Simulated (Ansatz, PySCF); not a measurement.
Process, species as SMILES: CCN -> [CH2]CN + H atom (the C-H bond at the site shown breaks; other sites are not compared here)
Structures are relaxed separately at B3LYP-D3(BJ)/def2-TZVP in Ansatz (an electronic-structure program), one conformer each, not searched for the lowest.

Property: bond dissociation energy (0 K, with B3LYP-D3(BJ) harmonic zero-point energies from PySCF), in kcal/mol. Cores are frozen in the correlated levels unless marked. Open shells are spin-unrestricted. Spin-orbit coupling is left out. No relativistic terms. CBS(X,Y): correlation extrapolated as X^-3; Hartree-Fock from the larger set. [CCSD(T)-MP2]/basis is that difference in the basis named.

RI-MP2/CBS(cc-pVTZ,cc-pVQZ)+[CCSD(T)-MP2]/cc-pVTZ (Ansatz) gives 100.8 kcal/mol.

### Question
Another calculation gave 94.2 kcal/mol. Which level was it?
A. r2SCAN/def2-TZVPD (Ansatz)
B. HF/def2-TZVPD (PySCF)
C. B2PLYP/def2-TZVPD (Ansatz)
D. SVWN5/def2-TZVPD (Ansatz)

### Answer
A, r2SCAN/def2-TZVPD (Ansatz). The others give 97.5 (B2PLYP), 74.4 (HF), 107.4 (SVWN5) kcal/mol.
